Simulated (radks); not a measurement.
Values are calculated unless marked as measured or tabulated.
Removal energies from the bromine ion Br10+, [Ar] 3d7, by Delta-SCF beside the eigenvalue of the level emptied. Code: a radial shooting solver on a logarithmic mesh with Libxc functionals. Model: scalar-relativistic Kohn-Sham, BLYP, spin-polarised, spherical densities, finite nucleus; Fermi nuclear charge, rms radius of each element as measured or else 0.836 A^(1/3) + 0.57 fm. Open shells are filled with parallel spins first.

removed from,final configuration,Delta-SCF (eV),-eigenvalue (eV)
3d,[Ar] 3d6,301.19,282.05
3p,[Ne] 3s2 3p5 3d7,407.64,389.03
3s,[Ne] 3s1 3p6 3d7,472.95,454.27
2p,[He] 2s2 2p5 3s2 3p6 3d7,1818.0,1768.5
